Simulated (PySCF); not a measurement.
**CsSi: script and output**

The script input.py:

```python
from pyscf import gto, dft, tdscf

mol = gto.M(
    atom='Cs 0 0 0; Si 0 0 3.32',
    basis='lanl2dz',
    ecp={'Cs': 'lanl2dz', 'Si': 'lanl2dz'},
    charge=0,
    spin=3,
    verbose=4,
)
mf = dft.UKS(mol, xc='wb97x')
mf.kernel()
td = tdscf.TDA(mf)
td.nstates = 6
td.kernel()
td.analyze(verbose=3)
mf.dip_moment()
print('orbital energies (hartree):', [e[max(0, n-3):n+3].round(4) for e, n in zip(mf.mo_energy, mol.nelec)])
```

```bash
$ OMP_NUM_THREADS=1 python input.py
```

Output (some set-up lines and the per-cycle HOMO/LUMO lines with their warnings removed):

```
PySCF version 2.14.0

[INPUT] verbose = 4
[INPUT] num. atoms = 2
[INPUT] num. electrons = 13
[INPUT] charge = 0
[INPUT] spin (= nelec alpha-beta = 2S) = 3
[INPUT] symmetry False subgroup None
[INPUT] Mole.unit = angstrom
[INPUT] Symbol           X                Y                Z      unit          X                Y                Z       unit  Magmom
[INPUT]  1 Cs     0.000000000000   0.000000000000   0.000000000000 AA    0.000000000000   0.000000000000   0.000000000000 Bohr   0.0
[INPUT]  2 Si     0.000000000000   0.000000000000   3.320000000000 AA    0.000000000000   0.000000000000   6.273890733556 Bohr   0.0

nuclear repulsion = 5.73806614250602
number of shells = 9
number of NR pGTOs = 35
number of NR cGTOs = 20
basis = lanl2dz
ecp = {'Cs': 'lanl2dz', 'Si': 'lanl2dz'}

******** <class 'pyscf.dft.uks.UKS'> ********
method = UKS
initial guess = minao
damping factor = 0
level_shift factor = 0
DIIS = <class 'pyscf.scf.diis.CDIIS'>
diis_start_cycle = 1
diis_space = 8
diis_damp = 0
SCF conv_tol = 1e-09
SCF conv_tol_grad = None
SCF max_cycles = 50
direct_scf = True
direct_scf_tol = 1e-13
number electrons alpha = 8  beta = 5
XC library pyscf.dft.libxc version 7.0.0
    S. Lehtola, C. Steigemann, M. J.T. Oliveira, and M. A.L. Marques.,  SoftwareX 7, 1–5 (2018)
XC functionals = wb97x
    J.-D. Chai and M. Head-Gordon.,  J. Chem. Phys. 128, 084106 (2008)
radial grids:
    Treutler-Ahlrichs [JCP 102, 346 (1995); DOI:10.1063/1.469408] (M4) radial grids

becke partition: Becke, JCP 88, 2547 (1988); DOI:10.1063/1.454033
pruning grids: <function nwchem_prune>
grids dens level: 3
symmetrized grids: False
atomic radii adjust function: <function treutler_atomic_radii_adjust>
small_rho_cutoff = 0
Set gradient conv threshold to 3.16228e-05
tot grids = 42888
init E= -22.7041329870398

cycle= 1 E= -23.3013040531416  delta_E= -0.597  |g|= 0.301  |ddm|= 2.07
cycle= 2 E= -23.6171089832131  delta_E= -0.316  |g|= 0.21  |ddm|=  1.4
cycle= 3 E= -23.6586374618102  delta_E= -0.0415  |g|= 0.0698  |ddm|=  0.3
cycle= 4 E= -23.6659189513696  delta_E= -0.00728  |g|= 0.01  |ddm|= 0.192
cycle= 5 E= -23.6664218958807  delta_E= -0.000503  |g|= 0.00375  |ddm|= 0.056
cycle= 6 E= -23.6665007354444  delta_E= -7.88e-05  |g|= 0.000733  |ddm|= 0.0248
cycle= 7 E= -23.6665035647743  delta_E= -2.83e-06  |g|= 0.000251  |ddm|= 0.00477
cycle= 8 E= -23.6665040696663  delta_E= -5.05e-07  |g|= 8.22e-05  |ddm|= 0.00216
cycle= 9 E= -23.6665041355127  delta_E= -6.58e-08  |g|= 1.27e-05  |ddm|= 0.00101
cycle= 10 E= -23.6665041362473  delta_E= -7.35e-10  |g|= 3.36e-06  |ddm|= 8.91e-05
Extra cycle  E= -23.6665041362863  delta_E= -3.9e-11  |g|= 1.33e-06  |ddm|= 1.62e-05
converged SCF energy = -23.6665041362863  <S^2> = 3.7516503  2S+1 = 4.0008251

******** <class 'pyscf.tdscf.uks.TDA'> for <class 'pyscf.dft.uks.UKS'> ********
nstates = 6
deg_eia_thresh = 1.000e-03
wfnsym = None
conv_tol = 1e-05
eigh lindep = 1e-12
eigh level_shift = 0
eigh max_cycle = 100

Excitation energies (eV)
[1.80418235 1.80418235 2.0427093  2.97626089 2.97629798 3.00818254]

** Excitation energies and oscillator strengths **
Excited State   1:      1.80418 eV    687.20 nm  f=0.0210
Excited State   2:      1.80418 eV    687.20 nm  f=0.0210
Excited State   3:      2.04271 eV    606.96 nm  f=0.1404
Excited State   4:      2.97626 eV    416.58 nm  f=0.0000
Excited State   5:      2.97630 eV    416.57 nm  f=0.0000
Excited State   6:      3.00818 eV    412.16 nm  f=0.0437
Dipole moment(X, Y, Z, Debye): -0.00000,  0.00000, -13.14606
orbital energies (hartree): [array([-0.1878, -0.1866, -0.1866, -0.0115,  0.0188,  0.0188]), array([-0.6608, -0.6585, -0.3474,  0.0161,  0.0454,  0.0454])]
```

In short: E(SCF) = -23.666504 Eh, 10 cycles, ⟨S²⟩ = 3.752, μz(SCF) = -13.15 D, first excitations without spin–orbit coupling 1.80, 1.80, 2.04, 2.98, 2.98 eV.

Run time: 9.3 s on 1 thread of Arm Neoverse N1 (shared host).

The bond length is a typed value, not an optimised one. No search for the lowest solution was made.
